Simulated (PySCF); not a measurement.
Delta-SCF ions had no search for a lower state. Excitations are Tamm–Dancoff values on a coarser integration grid. The basis has no diffuse functions, so Rydberg states are missing or too high.

## C8H8B2S, SMILES `Bc1cc2c(sc(B)c2)cc1` (charge 0, multiplicity 1)

All values below come from PBE0-D4/def2-TZVP // PBE0-D4/def2-SVP run with PySCF.

```json
{
  "HOMO": "-6.87 eV",
  "dipole_moment": "0.38 D",
  "HOMO–LUMO gap": "4.33 eV",
  "LUMO": "-2.54 eV",
  "S1 excitation (TDA)": "3.74 eV",
  "S1 oscillator strength": "0.024",
  "brightest of the four lowest singlets (TDA)": "4.72 eV",
  "T1 excitation (TDA)": "2.59 eV",
  "S1–T1 gap (TDA)": "1.16 eV",
  "vertical ionisation energy (Delta-SCF)": "8.46 eV",
  "total_energy": "-757.1108 Ha",
  "cost": "very roughly 18 core-minutes"
}
```

```xyz
19

B     -3.4258     1.1550     0.2100
C     -2.1120     0.3559     0.1813
C     -2.1097    -1.0696     0.2036
C     -0.9455    -1.8110     0.1787
C      0.2775    -1.1231     0.1294
S      1.8595    -1.8000     0.0905
C      2.6172    -0.2195     0.0419
B      4.1331    -0.0502    -0.0080
C      1.6648     0.7772     0.0560
C      0.3235     0.2991     0.1056
C     -0.8825     1.0191     0.1322
H     -4.4916     0.5840     0.2524
H     -3.3981     2.3645     0.1900
H     -3.0709    -1.5890     0.2420
H     -0.9709    -2.9024     0.1966
H      4.5881     1.0688    -0.0397
H      4.8702    -1.0068    -0.0156
H      1.9308     1.8357     0.0311
H     -0.8576     2.1121     0.1143
```
Charge 0, spin multiplicity 1.
